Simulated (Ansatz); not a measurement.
A nudged elastic band was laid between two geometries of C2H6ClGa + H2 (12 atoms, charge 0, multiplicity 1).

Theory: Ansatz, RKS PBE-D4/def2-SVP.

| Item | Value |
| --- | --- |
| movable images | 9 |
| climbing image | yes |
| spring | 5.0 eV/Å² |
| optimiser | quadratic models (default) |
| start path | through a guess of the saddle point |
| force threshold | 0.05 eV/Å |
| iteration limit | 60 |
| end points | relaxed |

Image 0:

```xyz
12
Properties=species:S:1:pos:R:3
Ga -0.041 0.540 0.098
C 1.766 0.027 0.688
C -1.014 0.236 -1.586
Cl -1.125 1.802 1.540
H -1.025 -1.798 1.098
H -1.327 -1.220 1.509
H 2.471 0.851 0.452
H 1.782 -0.128 1.783
H 2.121 -0.889 0.176
H -2.105 0.204 -1.399
H -0.694 -0.703 -2.081
H -0.811 1.078 -2.279
```

Image 10:

```xyz
12
Properties=species:S:1:pos:R:3
Ga -1.337 0.262 0.437
C 1.668 -0.465 0.783
C -1.058 0.164 -1.505
Cl -1.096 2.261 1.303
H 0.881 -1.204 1.037
H -1.821 -0.817 1.475
H 1.335 0.564 1.021
H 2.561 -0.695 1.395
H 1.919 -0.541 -0.291
H -1.997 0.462 -2.016
H -0.794 -0.862 -1.829
H -0.262 0.871 -1.811
```

Question: What changes between the two ends?

Answer: Bonds broken: Ga1–C2, H5–H6. Bonds formed: Ga1–H6, C2–H5. C2H6ClGa + H2 becomes CH4 + CH4ClGa.

Question: What energy profile does the band end with?

Answer: The forces met the threshold. The highest image is number 5 of 0 to 10, 31.7 kcal/mol above the first end and 40.5 kcal/mol above the last; the last end lies 8.8 kcal/mol below the first. A vibrational analysis at the climbing image gives one clearly imaginary mode, 1333i cm⁻¹: a first-order saddle point. The orbitals stay closed-shell, which can raise the energy where a bond breaks towards radicals; this wasn't checked here.

| image | path coordinate (Å) | energy (kcal/mol) | Ga1–C2 (Å) | H5–H6 (Å) | Ga1–H6 (Å) |
| --- | --- | --- | --- | --- | --- |
| 0 | 0.00 | 0.0 | 1.97 | 0.77 | 2.60 |
| 1 | 0.54 | 0.1 | 1.97 | 0.77 | 2.63 |
| 2 | 1.07 | 0.7 | 1.97 | 0.77 | 2.62 |
| 3 | 1.61 | 3.2 | 1.98 | 0.77 | 2.38 |
| 4 | 2.15 | 13.3 | 2.02 | 0.81 | 2.07 |
| 5 | 2.68 | 31.7 | 2.18 | 1.10 | 1.78 |
| 6 | 3.17 | 10.3 | 2.43 | 1.55 | 1.63 |
| 7 | 3.65 | -3.8 | 2.75 | 1.93 | 1.58 |
| 8 | 4.14 | -7.8 | 2.99 | 2.29 | 1.57 |
| 9 | 4.62 | -8.7 | 3.10 | 2.60 | 1.57 |
| 10 | 5.11 | -8.8 | 3.11 | 2.76 | 1.57 |

Question: What is the geometry of the highest image?

Answer: 
```xyz
12
Properties=species:S:1:pos:R:3
Ga -0.597 0.354 0.293
C 1.453 -0.237 0.766
C -1.063 0.149 -1.597
Cl -1.082 2.064 1.555
H 0.138 -0.870 1.196
H -0.936 -1.094 1.265
H 1.858 0.796 0.800
H 1.806 -0.720 1.704
H 1.876 -0.784 -0.098
H -2.152 0.283 -1.737
H -0.770 -0.856 -1.954
H -0.530 0.916 -2.193
```

Question: What are the harmonic wavenumbers there?

Answer: 1333i, 78, 89, 127, 129, 153, 392, 412, 420, 579, 611, 699, 737, 755, 921, 1153, 1173, 1193, 1369, 1378, 1380, 1385, 1622, 1859, 2967, 2992, 3055, 3100, 3101, 3107 cm⁻¹.

The band took 16 iterations and of the order of 9 core-minutes.

Run time: 4.5 min on 2 threads of Intel(R) Xeon(R) Platinum 8488C (Sapphire Rapids) (shared host), peak memory 0.19 GiB.
